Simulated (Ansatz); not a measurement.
Total energies of Be(NH2)2 (BeN₂H₄) from Ansatz at r2SCAN-D4/def2-TZVPD, gas phase (1 Eh = 27.2114 eV = 2625.5 kJ/mol). The reference geometry is relaxed at r2SCAN-D4/def2-TZVP.

```json
{"state": "charge 0 singlet", "geometry": "reference", "energy (Eh)": "-126.71274"}
{"state": "charge -1 doublet", "geometry": "reference", "energy (Eh)": "-126.68343"}
{"state": "free Be atom (singlet)", "geometry": "–", "energy (Eh)": "-14.64790"}
{"state": "free N atom (quartet)", "geometry": "–", "energy (Eh)": "-54.58108"}
{"state": "free H atom (doublet)", "geometry": "–", "energy (Eh)": "-0.49993"}
```

(1) Work out the vertical electron affinity, to the doublet.

(2) What is the binding energy per atom against free atoms?

(1) E(charge 0 singlet) − E(charge -1 doublet) = -126.71274 − (-126.68343) = -0.02931 Eh = -0.80 eV; negative, so the extra electron isn't bound.

(2) Atoms: 1 × (-14.64790) + 2 × (-54.58108) + 4 × (-0.49993) = -125.80978 Eh. Binding: -125.80978 − (-126.71274) = 0.90296 Eh = 24.57 eV, or 3.51 eV for each of 7 atoms (no zero-point energy, no counterpoise term).

At r2SCAN-D4/def2-TZVPD the highest occupied level of the charge -1 doublet lies above zero (up to 2.15 eV). By energy differences it is unbound by 0.80 eV (vertical, against the charge 0 singlet, at r2SCAN-D4/def2-TZVPD) and held by the finite basis.
